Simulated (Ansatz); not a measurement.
```yaml
crystal:
  periodic: [false, false, false]
  atoms:
    - {symbol: F, position_ang: [-3.405689, 3.763926, 4.313067]}
    - {symbol: Ga, position_ang: [-1.734730, 1.915080, 2.194656]}
    - {symbol: O, position_ang: [-1.838038, -1.373447, 2.593762]}
    - {symbol: Si, position_ang: [-0.825027, -3.912790, 1.135624]}
    - {symbol: O, position_ang: [-0.049082, 3.453676, -0.208519]}
    - {symbol: Si, position_ang: [1.903026, 2.721423, -2.500580]}
    - {symbol: H, position_ang: [1.754222, -4.579403, 2.025015]}
    - {symbol: H, position_ang: [-2.587861, -6.019265, 1.696359]}
    - {symbol: H, position_ang: [-0.736823, -3.489268, -1.645977]}
    - {symbol: H, position_ang: [3.544971, 4.936794, -3.005593]}
    - {symbol: H, position_ang: [3.504476, 0.523537, -1.773711]}
    - {symbol: H, position_ang: [0.470572, 2.059757, -4.824122]}
basis:
  gaussian: {orbitals: def2-mTZVPP, nuclear_model: gaussian}
hamiltonian: {xc: {name: HF}, pseudopotentials: {relativity: none}}
correlation: {method: rpa}
```

```sh
$ ansatz run in.yaml --threads 4 --pin off --events-out ev --progress --plain --max-ram 11315MiB
```

Output, abridged:

```
Functional definition: HF
  name "HF"
  cite "Fock, Z. Phys. 61, 126 (1930) doi:10.1007/BF01340294"
  parent pbe
  exchange = exact_x
  correlation = 0
1746 factors; integrals over basis functions are off by at most 7.2e-4 eV
mean field evaluation 1: about -74844.5855 eV, gradient 1.1e2 eV
mean field evaluation 2: about -74844.5871 eV, gradient 1.1e2 eV
mean field evaluation 4: about -74854.7428 eV, gradient 9.0e1 eV
mean field evaluation 8: about -74877.2494 eV, gradient 6.2e1 eV
mean field evaluation 16: about -74894.5803 eV, gradient 5.9e-1 eV
mean field evaluation 64: about -74894.6128 eV, gradient 2.8e-2 eV
mean field evaluation 192: about -74894.5576 eV, gradient 2.4e-1 eV
mean field -74894.61435749 eV, -2752.3263122449 hartree, gradient 3.8e-6 eV, S^2 0.000000; 13 other end points of the search recorded, 0 dependent functions left out; unrestricted orbitals would lower it
mean field evaluation 320: about -74910.3252 eV, gradient 8.2e-1 eV
unrestricted determinant -74910.32740440 eV, -2752.9037560680 hartree, S^2 6.3360
22 core orbitals not correlated: weight in the atoms' cores, before any rotation towards them, 1.000 or more for the frozen orbitals, at most 0.000 for the correlated occupied ones
reference -74894.61435749 eV, -2752.3263122449 hartree; 23, 23 occupied and 147, 147 virtual orbitals, 1746 factors
Total energy: -74927.29867522 eV, -2753.5274387671 hartree
```

In this input the coordinates are in bohr but typed as ångström. Self-consistency was reached. The result belongs to that input, not to the molecule as meant.
